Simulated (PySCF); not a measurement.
A PySCF script (with the pyscf-properties extension) for the NMR shieldings of SMILES CC[Si](CC)(CCl)CCl, C$_{6}$H$_{14}$Cl$_{2}$Si, on a GFN2-xTB geometry:

```python
import basis_set_exchange as bse
import numpy as np
from pyscf import gto, dft
from pyscf.prop import nmr

atoms = """
C    -1.885855    1.133920   -1.286843
C    -0.725962    0.165655   -1.507864
Si    0.013920   -0.500445    0.121674
C     0.694677    0.875285    1.258011
C     1.803271    1.697823    0.604488
C     1.406946   -1.753736   -0.303806
Cl    2.191315   -2.294740    1.206307
C    -1.312825   -1.497287    1.090379
Cl   -2.042595   -2.711793    0.003646
H    -2.276466    1.487849   -2.238688
H    -2.693439    0.643564   -0.750281
H    -1.566052    1.997093   -0.708880
H    -1.078350   -0.668134   -2.116505
H     0.049248    0.666468   -2.089714
H    -0.115008    1.543854    1.554576
H     1.082646    0.433218    2.176852
H     2.160134    2.468471    1.284834
H     2.645140    1.062772    0.342359
H     1.444649    2.181429   -0.300701
H     1.028562   -2.648402   -0.792092
H     2.191154   -1.328425   -0.924524
H    -2.128713   -0.880739    1.458372
H    -0.891150   -2.046714    1.928475
"""
names = dict.fromkeys(["C", "Si", "Cl", "H"], "pcSseg-1")
basis = {el: gto.basis.parse(bse.get_basis(n, elements=[el], fmt="nwchem")) for el, n in names.items()}
mol = gto.M(atom=atoms, basis=basis, charge=0, verbose=0)
mf = dft.RKS(mol, xc="PBE0")
mf.grids.level = 2
mf.grids.alignment = dft.numint.BLKSIZE   # the property module wants whole blocks of grid points
mf.conv_tol = 1e-9
mf.kernel()

calc = nmr.RKS(mf)   # GIAO
C = mf.mo_coeff
Co = C[:, mf.mo_occ > 0]
resp = mf.gen_response(singlet=True, hermi=2)
def vind(x):   # induced exchange potential for any number of trial vectors
    d = np.einsum("pi,xij,qj->xpq", C, 2 * x.reshape(-1, C.shape[1], Co.shape[1]), Co, optimize=True)
    return np.einsum("xpq,pi,qj->xij", resp(d - d.transpose(0, 2, 1)), C, Co, optimize=True).ravel()
mo1, _ = nmr.rhf.solve_mo1(calc, with_cphf=vind)
sigma = calc.kernel(mo1)
for i, s in enumerate(sigma):   # ppm
    print("%2d %-2s %9.2f" % (i, mol.atom_pure_symbol(i), np.trace(s) / 3))
```

**Question.** What are the results?

**Answer.** 
```
 0 C     178.23
 1 C     183.18
 2 Si    339.18
 3 C     183.13
 4 C     178.20
 5 C     157.85
 6 Cl    952.27
 7 C     157.84
 8 Cl    952.14
 9 H      30.40
10 H      30.81
11 H      30.92
12 H      30.66
13 H      31.18
14 H      31.17
15 H      30.66
16 H      30.39
17 H      30.81
18 H      30.92
19 H      28.44
20 H      28.90
21 H      28.90
22 H      28.45
```

These numbers come from an equivalent density-fitted implementation of the same equations, which agrees with the script to about 0.01 ppm for H and up to a few tenths of a ppm for heavy atoms, so last digits may differ.

**Question.** Turn these shieldings into chemical shifts. δ = σ(ref) − σ, references computed at the same level: TMS for ¹³C (σref 186.93) and ²⁹Si (σref 349.16) and ¹H (σref 31.72); ³⁵Cl (σref 949.78) vs HCl.

**Answer.** Averaging equivalent atoms: C 5/7: 29.1; C 0/4: 8.7; C 1/3: 3.8; Si 2: 10.0; Cl 6/8: -2; H 19/20/21/22: 3.04; H 9/10/11/16/17/18: 1.01; H 12/13/14/15: 0.80 ppm. 

Size and cost of the density-fitted run: 244 basis functions, 70 s wall time on 1 thread of an Arm Neoverse V1, shared host; peak memory 1.1 GiB.
